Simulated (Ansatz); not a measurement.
One geometry of Li8⁺, several levels of theory.

```yaml
crystal:
  periodic: [false, false, false]
  atoms:
    - {symbol: Li, position_ang: [0.566905, 1.051922, 2.677700]}
    - {symbol: Li, position_ang: [-0.550917, -0.298557, 0.444042]}
    - {symbol: Li, position_ang: [-1.514842, 0.498842, -2.035920]}
    - {symbol: Li, position_ang: [-1.738146, 2.280906, 0.603217]}
    - {symbol: Li, position_ang: [1.135223, -0.976104, -1.824177]}
    - {symbol: Li, position_ang: [-0.969483, -2.804311, -0.644653]}
    - {symbol: Li, position_ang: [1.132783, 1.603864, -0.300455]}
    - {symbol: Li, position_ang: [1.938477, -1.356561, 1.080248]}
basis:
  gaussian: {orbitals: def2-TZVP, initial_orbitals: start.molden}
total_charge: 1
magnetization: {spin_polarized: true, initial_magnetization: 1}
hamiltonian: {xc: {name: wB97M-V}}
scf: {omitted_lower_state_checks: [starts]}
output: {orbitals: {seedname: orbitals}}
```

The file start.molden holds the orbitals of an earlier run on this structure, at another level or in another basis.

```sh
$ ansatz run in.yaml --threads 4 --pin off --events-out ev --progress --plain --max-ram 3916MiB
```

Output, abridged:

```
Functional definition: wB97M-V
  name "wB97M-V"
  cite "Mardirossian & Head-Gordon, J. Chem. Phys. 144, 214110 (2016) doi:10.1063/1.4952647"
  cite "Becke, J. Chem. Phys. 107, 8554 (1997) doi:10.1063/1.475007"
  cite "Vydrov & Van Voorhis, J. Chem. Phys. 133, 244103 (2010) doi:10.1063/1.3521275"
  # Of w^i u^j: cxij and so on, Table III.
  parameter omega = 0.3/bohr
  parameter cx = 0.15
  parameter cx01 = 1.007
  parameter cx10 = 0.259
  parameter css00 = 0.443
  parameter css04 = -1.437
  parameter css10 = -4.535
  parameter css20 = -3.390
  parameter css43 = 4.278
  parameter cos00 = 1.000
  parameter cos10 = 1.358
  parameter cos20 = 2.924
  parameter cos21 = -8.812
  parameter cos60 = -1.390
  parameter cos61 = 9.142
  parameter b = 6.0
  parameter c = 0.01
  gx(w, u) = 1 - cx + cx01*u + cx10*w
  gss(w, u) = css00 + css04*u^4 + css10*w + css20*w^2 + css43*w^4*u^3
  gos(w, u) = cos00 + cos10*w + (cos20 + cos21*u)*w^2 + (cos60 + cos61*u)*w^6
  exchange = spin_sum(e_x_unif_sr(omega)*gx(b97_w, b97_u_x)) + cx*exact_x_sr(omega) + exact_x_lr(omega)
  correlation = spin_sum(e_c_pw_mod_same_spin*gss(b97_w, b97_u_same))
      + integral(e_c_pw_mod_opposite_spin*gos(b97_w_opposite, b97_u_opposite)) + vv10(b, c)
these checks for a lower state are left out or cut short: starts
1032 factors; their error is unknown
464 factors; integrals over basis functions are off by at most 4.1e-5 eV
mean field evaluation 1: about -1629.6100 eV, gradient 3.1e0 eV
mean field evaluation 2: about -1629.7407 eV, gradient 1.9e-1 eV
mean field evaluation 4: about -1629.7487 eV, gradient 1.0e-2 eV
mean field -1629.74867761 eV, -59.8921592187 hartree, gradient 3.1e-5 eV, S^2 0.752141; 0 other end points of the search recorded, 0 dependent functions left out
reference -1629.74873845 eV, -59.8921614547 hartree; 12, 11 occupied and 100, 101 virtual orbitals, 1032 factors
Total energy: -1629.74873845 eV, -59.8921614547 hartree
Checks for a lower state left out: starts
```

Run time 8 s (4 threads of Arm Neoverse V1 on a shared host), peak host memory 0.61 GiB.

The first input with `hamiltonian: {xc: pbe}` (abridged; 1.8 s):

```
Functional definition: PBE
mean field -1627.54865665 eV, -59.8113099396 hartree, gradient 1.8e-5 eV, S^2 0.771527
Total energy: -1627.54872171 eV, -59.8113123306 hartree
Checks for a lower state left out: starts
```

As the first input, with `hamiltonian: {xc: r2scan}`, `output: {forces: true, orbitals: {seedname: orbitals}}` (abridged; 5.5 s):

```
Functional definition: r2SCAN
mean field -1631.24591295 eV, -59.9471816025 hartree, gradient 4.0e-6 eV, S^2 0.812185
Total energy: -1631.24598020 eV, -59.9471840741 hartree
Atom 0 force     0.008630     0.005662     0.055735 eV/Å
Atom 1 force    -0.008167    -0.009869    -0.000388 eV/Å
Atom 2 force    -0.039390     0.007105    -0.049953 eV/Å
Atom 3 force    -0.043892     0.032745     0.009779 eV/Å
Atom 4 force     0.034063    -0.000795    -0.041171 eV/Å
Atom 5 force    -0.029105    -0.034142     0.015236 eV/Å
Atom 6 force     0.036590     0.035964    -0.016850 eV/Å
Atom 7 force     0.041271    -0.036671     0.027613 eV/Å
Dipole moment:    -0.110394    -0.057986     0.092361 e Å
Checks for a lower state left out: starts
```

Geometry: PBE/def2-TZVP.

The structure comes from a short search, and lower isomers may exist.
